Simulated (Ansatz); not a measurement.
Computed with Ansatz on PBE0-D4/def2-TZVP structures; ΔE is electronic, products minus reactants. CCSD(T)/CBS adds triple-zeta CCSD(T) − MP2 to the extrapolated MP2 energy (def2 sets, frozen cores). DFT in def2-TZVPP. B3LYP here is the variant with VWN-RPA as its local correlation; programs differ in this. Each species was taken in one conformer, which may not be the lowest.

Reaction (formal exchange of groups at the Si–Si bond): `O[SiH]([SiH3])N[SiH3]` + `BN([SiH3])[SiH2]Cl` → `BN([SiH2][SiH3])[SiH2]Cl` + `O[SiH2]N[SiH3]`

```
             level  ΔE (eV)
             B3LYP    -0.08
     HF/def2-TZVPP    -0.10
SCS-MP2/def2-TZVPP    -0.09
CCSD(T)/def2-TZVPP    -0.08
```

Question: What does CCSD(T)/CBS give? (Estimate.)

Answer: The calculation gave: -0.08 eV. The listed levels differ from it by 0.00, -0.02, -0.01, 0.00 eV.

Largest T1 diagnostic among the species: 0.012.
